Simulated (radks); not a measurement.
Effect of the nuclear size on the oxygen ion O6+, [He]. Calculated with a radial shooting solver on a logarithmic mesh with Libxc functionals: Dirac Kohn-Sham, BLYP, spin-unpolarised, spherical densities, finite nucleus; Fermi nuclear charge, rms radius 2.6991 fm. The rms radius is varied about that value; shifts are against it.

rms radius (fm)  total energy shift (eV)  density at nucleus (e/bohr^3)  1s1/2 shift (meV)
2.2322                         -0.000117                          310.2             -0.050
2.4751                        -0.0000586                          310.1             -0.025
2.6991                                 0                          309.9              0.000
2.7936                         0.0000262                          309.9              0.011
3.2119                          0.000153                          309.7              0.065

Slopes of the eigenvalues against <r^2> in GHz/fm^2, as finite differences over the two radii next to the reference (eigenvalue slopes, not the field-shift constants of lines): 1s1/2 5.21.
